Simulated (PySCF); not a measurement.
# Cu (copper, neutral) across methods

[Ar] 3d9 4s2, 2D determinant (an excited configuration). Computed with PySCF 2.14 in x2c-TZVPPall with one added diffuse shell each of s, p, d, f type (7s6p5d3f1g, 80 functions), with scalar relativity by spin-free X2C-1e.

```json
{"method": "PBE", "E (hartree)": "-1654.457", "mean ε 3d β (eV)": "-9.204", "mean ε 4s α (eV)": "-5.949", "mean ε 4s β (eV)": "-5.782", "Σ⟨r²⟩ (bohr²)": "34.37", "⟨S²⟩": "0.751"}
{"method": "UHF", "E (hartree)": "-1653.13965", "mean ε 3d β (eV)": "-18.833", "mean ε 4s α (eV)": "-8.008", "mean ε 4s β (eV)": "-7.797", "Σ⟨r²⟩ (bohr²)": "35.76", "⟨S²⟩": "0.752"}
{"method": "PBEsol", "E (hartree)": "-1653.073", "mean ε 3d β (eV)": "-9.200", "mean ε 4s α (eV)": "-5.973", "mean ε 4s β (eV)": "-5.804", "Σ⟨r²⟩ (bohr²)": "34.21", "⟨S²⟩": "0.751"}
{"method": "M06-2X", "E (hartree)": "-1654.717", "mean ε 3d β (eV)": "-14.628", "mean ε 4s α (eV)": "-6.893", "mean ε 4s β (eV)": "-6.884", "Σ⟨r²⟩ (bohr²)": "35.46", "⟨S²⟩": "0.751"}
{"method": "revPBE", "E (hartree)": "-1654.612", "mean ε 3d β (eV)": "-9.152", "mean ε 4s α (eV)": "-5.884", "mean ε 4s β (eV)": "-5.715", "Σ⟨r²⟩ (bohr²)": "34.51", "⟨S²⟩": "0.751"}
{"method": "PBE0", "E (hartree)": "-1654.454", "mean ε 3d β (eV)": "-11.735", "mean ε 4s α (eV)": "-6.644", "mean ε 4s β (eV)": "-6.473", "Σ⟨r²⟩ (bohr²)": "34.38", "⟨S²⟩": "0.751"}
{"method": "MN15", "E (hartree)": "-1655.695", "mean ε 3d β (eV)": "-13.086", "mean ε 4s α (eV)": "-7.354", "mean ε 4s β (eV)": "-7.230", "Σ⟨r²⟩ (bohr²)": "34.65", "⟨S²⟩": "0.751"}
{"method": "LDA", "E (hartree)": "-1651.817", "mean ε 3d β (eV)": "-9.428", "mean ε 4s α (eV)": "-6.165", "mean ε 4s β (eV)": "-6.001", "Σ⟨r²⟩ (bohr²)": "34.01", "⟨S²⟩": "0.751"}
{"method": "r2SCAN", "E (hartree)": "-1654.669", "mean ε 3d β (eV)": "-9.454", "mean ε 4s α (eV)": "-6.158", "mean ε 4s β (eV)": "-5.977", "Σ⟨r²⟩ (bohr²)": "34.08", "⟨S²⟩": "0.751"}
```
